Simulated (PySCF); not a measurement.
YF₂, SMILES [F][Y+][F], charge +1. Geometry: PBE-D3(BJ)/def2-TZVP. The spin state was assumed, not searched. The isomer is the one that the SMILES or the coordinates give; other isomers of the formula were not compared. The def2 effective core potentials stand for the cores of Y; spin–orbit coupling is left out.

Computed equilibrium geometry at PBE-D3(BJ)/def2-TZVP (PySCF confirms it by a frequency run) as a Z-matrix, and its point group:
point group C2v.
```
Y
F 1 1.9185
F 1 1.9185 2 109.51
```
Charge +1, spin multiplicity 1.
